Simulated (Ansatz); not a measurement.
Ansatz (a program for electronic structure) input (HF/3-21G): The .json file is the Basis Set Exchange's 3-21G.

Ansatz 0.2 input:
```yaml
crystal:
  periodic: [false, false, false]
  atoms:
    - {symbol: Cl, position_ang: [2.04663713, 0.34510394, -0.19351498]}
    - {symbol: C, position_ang: [0.44826603, 0.63935677, 0.59828075]}
    - {symbol: Br, position_ang: [-1.08512996, -0.30284091, -0.05523109]}
    - {symbol: H, position_ang: [0.49712145, 0.89652445, 1.63315807]}
basis:
  gaussian:
    orbitals: 3-21G.json
hamiltonian:
  xc: {name: HF}
magnetization: {spin_polarized: true, initial_magnetization: 1}
phonons: {temperatures: {t_min: 298.15, t_max: 298.15, t_step: 100}}
```

Output:

```
Functional definition: HF
integrals: 0.01 GiB planned
540 factors; integrals over basis functions are off by at most 6.2e-4 eV
mean field: 0.20 GiB planned
mean field evaluation 1: about -83143.3336 eV, gradient 1.2e1 eV
mean field evaluation 2: about -83143.4548 eV, gradient 1.2e1 eV
mean field evaluation 4: about -83144.7628 eV, gradient 2.0e0 eV
mean field evaluation 8: about -83144.8877 eV, gradient 2.8e-1 eV
mean field -83144.89081200 eV, -3055.5183797100 hartree, gradient 2.5e-5 eV, S^2 0.774531; 0 other end points of the search recorded, 0 dependent functions left out
the calculation of the forces begins
reference -83144.89081200 eV, -3055.5183797100 hartree; 30, 29 occupied and 17, 18 virtual orbitals, 540 factors
these checks for a lower state are left out or cut short: stability, starts, cluster_reference, orbital_swaps, neighbouring_geometries, increment
integrals: 0.01 GiB planned
540 factors; integrals over basis functions are off by at most 6.2e-4 eV
mean field: 0.20 GiB planned
mean field evaluation 16: about -83144.8907 eV, gradient 8.5e-2 eV
mean field -83144.89076195 eV, -3055.5183778705 hartree, gradient 6.0e-6 eV, S^2 0.774644; 0 other end points of the search recorded, 0 dependent functions left out
the calculation of the forces begins
reference -83144.89076195 eV, -3055.5183778705 hartree; 30, 29 occupied and 17, 18 virtual orbitals, 540 factors
these checks for a lower state are left out or cut short: stability, starts, cluster_reference, orbital_swaps, neighbouring_geometries, increment
integrals: 0.01 GiB planned
540 factors; integrals over basis functions are off by at most 6.2e-4 eV
mean field: 0.20 GiB planned
mean field -83144.89076714 eV, -3055.5183780612 hartree, gradient 6.1e-6 eV, S^2 0.774421; 0 other end points of the search recorded, 0 dependent functions left out
the calculation of the forces begins
reference -83144.89076714 eV, -3055.5183780612 hartree; 30, 29 occupied and 17, 18 virtual orbitals, 540 factors
these checks for a lower state are left out or cut short: stability, starts, cluster_reference, orbital_swaps, neighbouring_geometries, increment
integrals: 0.01 GiB planned
540 factors; integrals over basis functions are off by at most 6.2e-4 eV
mean field: 0.20 GiB planned
mean field evaluation 32: about -83144.8908 eV, gradient 2.1e-6 eV
mean field -83144.89080754 eV, -3055.5183795460 hartree, gradient 2.1e-6 eV, S^2 0.774541; 0 other end points of the search recorded, 0 dependent functions left out
the calculation of the forces begins
reference -83144.89080754 eV, -3055.5183795460 hartree; 30, 29 occupied and 17, 18 virtual orbitals, 540 factors
these checks for a lower state are left out or cut short: stability, starts, cluster_reference, orbital_swaps, neighbouring_geometries, increment
integrals: 0.01 GiB planned
540 factors; integrals over basis functions are off by at most 6.2e-4 eV
mean field: 0.20 GiB planned
mean field -83144.89080920 eV, -3055.5183796071 hartree, gradient 2.8e-6 eV, S^2 0.774523; 0 other end points of the search recorded, 0 dependent functions left out
the calculation of the forces begins
reference -83144.89080920 eV, -3055.5183796071 hartree; 30, 29 occupied and 17, 18 virtual orbitals, 540 factors
these checks for a lower state are left out or cut short: stability, starts, cluster_reference, orbital_swaps, neighbouring_geometries, increment
integrals: 0.01 GiB planned
540 factors; integrals over basis functions are off by at most 6.2e-4 eV
mean field: 0.20 GiB planned
mean field -83144.89079583 eV, -3055.5183791157 hartree, gradient 3.4e-6 eV, S^2 0.774463; 0 other end points of the search recorded, 0 dependent functions left out
the calculation of the forces begins
reference -83144.89079583 eV, -3055.5183791157 hartree; 30, 29 occupied and 17, 18 virtual orbitals, 540 factors
these checks for a lower state are left out or cut short: stability, starts, cluster_reference, orbital_swaps, neighbouring_geometries, increment
integrals: 0.01 GiB planned
540 factors; integrals over basis functions are off by at most 6.2e-4 eV
mean field: 0.20 GiB planned
mean field -83144.89079405 eV, -3055.5183790501 hartree, gradient 3.2e-6 eV, S^2 0.774601; 0 other end points of the search recorded, 0 dependent functions left out
the calculation of the forces begins
reference -83144.89079405 eV, -3055.5183790501 hartree; 30, 29 occupied and 17, 18 virtual orbitals, 540 factors
these checks for a lower state are left out or cut short: stability, starts, cluster_reference, orbital_swaps, neighbouring_geometries, increment
integrals: 0.01 GiB planned
540 factors; integrals over basis functions are off by at most 6.2e-4 eV
mean field: 0.20 GiB planned
mean field -83144.89072957 eV, -3055.5183766805 hartree, gradient 8.8e-6 eV, S^2 0.774572; 0 other end points of the search recorded, 0 dependent functions left out
[...]
these checks for a lower state are left out or cut short: stability, starts, cluster_reference, orbital_swaps, neighbouring_geometries, increment
integrals: 0.01 GiB planned
540 factors; integrals over basis functions are off by at most 6.2e-4 eV
mean field: 0.20 GiB planned
mean field -83144.89067033 eV, -3055.5183745037 hartree, gradient 4.1e-6 eV, S^2 0.774398; 0 other end points of the search recorded, 0 dependent functions left out
the calculation of the forces begins
reference -83144.89067033 eV, -3055.5183745037 hartree; 30, 29 occupied and 17, 18 virtual orbitals, 540 factors
these checks for a lower state are left out or cut short: stability, starts, cluster_reference, orbital_swaps, neighbouring_geometries, increment
integrals: 0.01 GiB planned
540 factors; integrals over basis functions are off by at most 6.2e-4 eV
mean field: 0.20 GiB planned
mean field -83144.89077189 eV, -3055.5183782358 hartree, gradient 2.9e-6 eV, S^2 0.774394; 0 other end points of the search recorded, 0 dependent functions left out
the calculation of the forces begins
reference -83144.89077189 eV, -3055.5183782358 hartree; 30, 29 occupied and 17, 18 virtual orbitals, 540 factors
these checks for a lower state are left out or cut short: stability, starts, cluster_reference, orbital_swaps, neighbouring_geometries, increment
integrals: 0.01 GiB planned
540 factors; integrals over basis functions are off by at most 6.2e-4 eV
mean field: 0.20 GiB planned
mean field evaluation 96: about -83144.8908 eV, gradient 2.1e-4 eV
mean field -83144.89076718 eV, -3055.5183780627 hartree, gradient 2.9e-6 eV, S^2 0.774672; 0 other end points of the search recorded, 0 dependent functions left out
the calculation of the forces begins
reference -83144.89076718 eV, -3055.5183780627 hartree; 30, 29 occupied and 17, 18 virtual orbitals, 540 factors
these checks for a lower state are left out or cut short: stability, starts, cluster_reference, orbital_swaps, neighbouring_geometries, increment
integrals: 0.01 GiB planned
540 factors; integrals over basis functions are off by at most 6.2e-4 eV
mean field: 0.20 GiB planned
mean field -83144.89079778 eV, -3055.5183791873 hartree, gradient 2.5e-6 eV, S^2 0.774481; 0 other end points of the search recorded, 0 dependent functions left out
the calculation of the forces begins
reference -83144.89079778 eV, -3055.5183791873 hartree; 30, 29 occupied and 17, 18 virtual orbitals, 540 factors
these checks for a lower state are left out or cut short: stability, starts, cluster_reference, orbital_swaps, neighbouring_geometries, increment
integrals: 0.01 GiB planned
540 factors; integrals over basis functions are off by at most 6.2e-4 eV
mean field: 0.20 GiB planned
mean field -83144.89079749 eV, -3055.5183791767 hartree, gradient 2.5e-6 eV, S^2 0.774583; 0 other end points of the search recorded, 0 dependent functions left out
the calculation of the forces begins
reference -83144.89079749 eV, -3055.5183791767 hartree; 30, 29 occupied and 17, 18 virtual orbitals, 540 factors
these checks for a lower state are left out or cut short: stability, starts, cluster_reference, orbital_swaps, neighbouring_geometries, increment
integrals: 0.01 GiB planned
540 factors; integrals over basis functions are off by at most 6.2e-4 eV
mean field: 0.20 GiB planned
mean field -83144.89080107 eV, -3055.5183793080 hartree, gradient 1.9e-6 eV, S^2 0.774466; 0 other end points of the search recorded, 0 dependent functions left out
the calculation of the forces begins
reference -83144.89080107 eV, -3055.5183793080 hartree; 30, 29 occupied and 17, 18 virtual orbitals, 540 factors
these checks for a lower state are left out or cut short: stability, starts, cluster_reference, orbital_swaps, neighbouring_geometries, increment
integrals: 0.01 GiB planned
540 factors; integrals over basis functions are off by at most 6.2e-4 eV
mean field: 0.20 GiB planned
mean field -83144.89079939 eV, -3055.5183792464 hartree, gradient 2.3e-6 eV, S^2 0.774598; 0 other end points of the search recorded, 0 dependent functions left out
the calculation of the forces begins
reference -83144.89079939 eV, -3055.5183792464 hartree; 30, 29 occupied and 17, 18 virtual orbitals, 540 factors
these checks for a lower state are left out or cut short: stability, starts, cluster_reference, orbital_swaps, neighbouring_geometries, increment
integrals: 0.01 GiB planned
540 factors; integrals over basis functions are off by at most 6.2e-4 eV
mean field: 0.20 GiB planned
mean field evaluation 128: about -83144.8908 eV, gradient 2.7e-6 eV
mean field -83144.89079505 eV, -3055.5183790870 hartree, gradient 2.7e-6 eV, S^2 0.774521; 0 other end points of the search recorded, 0 dependent functions left out
the calculation of the forces begins
reference -83144.89079505 eV, -3055.5183790870 hartree; 30, 29 occupied and 17, 18 virtual orbitals, 540 factors
these checks for a lower state are left out or cut short: stability, starts, cluster_reference, orbital_swaps, neighbouring_geometries, increment
integrals: 0.01 GiB planned
540 factors; integrals over basis functions are off by at most 6.2e-4 eV
mean field: 0.20 GiB planned
mean field -83144.89079546 eV, -3055.5183791021 hartree, gradient 2.6e-6 eV, S^2 0.774543; 0 other end points of the search recorded, 0 dependent functions left out
the calculation of the forces begins
reference -83144.89079546 eV, -3055.5183791021 hartree; 30, 29 occupied and 17, 18 virtual orbitals, 540 factors
these checks for a lower state are left out or cut short: stability, starts, cluster_reference, orbital_swaps, neighbouring_geometries, increment
integrals: 0.01 GiB planned
540 factors; integrals over basis functions are off by at most 6.2e-4 eV
mean field: 0.20 GiB planned
mean field -83144.89080163 eV, -3055.5183793287 hartree, gradient 2.4e-6 eV, S^2 0.774586; 0 other end points of the search recorded, 0 dependent functions left out
the calculation of the forces begins
reference -83144.89080163 eV, -3055.5183793287 hartree; 30, 29 occupied and 17, 18 virtual orbitals, 540 factors
these checks for a lower state are left out or cut short: stability, starts, cluster_reference, orbital_swaps, neighbouring_geometries, increment
integrals: 0.01 GiB planned
540 factors; integrals over basis functions are off by at most 6.2e-4 eV
mean field: 0.20 GiB planned
mean field -83144.89080229 eV, -3055.5183793531 hartree, gradient 1.9e-6 eV, S^2 0.774478; 0 other end points of the search recorded, 0 dependent functions left out
the calculation of the forces begins
reference -83144.89080229 eV, -3055.5183793531 hartree; 30, 29 occupied and 17, 18 virtual orbitals, 540 factors
these checks for a lower state are left out or cut short: stability, starts, cluster_reference, orbital_swaps, neighbouring_geometries, increment
integrals: 0.01 GiB planned
540 factors; integrals over basis functions are off by at most 6.2e-4 eV
mean field: 0.20 GiB planned
mean field -83144.89070046 eV, -3055.5183756109 hartree, gradient 3.3e-6 eV, S^2 0.774532; 0 other end points of the search recorded, 0 dependent functions left out
the calculation of the forces begins
reference -83144.89070046 eV, -3055.5183756109 hartree; 30, 29 occupied and 17, 18 virtual orbitals, 540 factors
these checks for a lower state are left out or cut short: stability, starts, cluster_reference, orbital_swaps, neighbouring_geometries, increment
integrals: 0.01 GiB planned
540 factors; integrals over basis functions are off by at most 6.2e-4 eV
mean field: 0.20 GiB planned
mean field -83144.89068915 eV, -3055.5183751952 hartree, gradient 3.4e-6 eV, S^2 0.774532; 0 other end points of the search recorded, 0 dependent functions left out
the calculation of the forces begins
reference -83144.89068915 eV, -3055.5183751952 hartree; 30, 29 occupied and 17, 18 virtual orbitals, 540 factors
Total energy: -83144.89081200 eV, -3055.5183797100 hartree
Atom 0 at     2.046637     0.345104    -0.193515 Å, force    -0.001075    -0.000338     0.000338 eV/Å
Atom 1 at     0.448266     0.639357     0.598281 Å, force     0.000167     0.000396    -0.002713 eV/Å
Atom 2 at    -1.085130    -0.302841    -0.055231 Å, force     0.000985     0.000056     0.000333 eV/Å
Atom 3 at     0.497121     0.896524     1.633158 Å, force    -0.000077    -0.000114     0.002041 eV/Å
Dipole moment:    -0.167278     0.048384     0.291854 e Å
Vibrations: 230.18 463.10 627.81 795.77 1249.87 3421.15 cm⁻¹, zero-point energy 0.420794 eV
```

The blocks after the first are displaced geometries, from whose forces the wavenumbers follow.
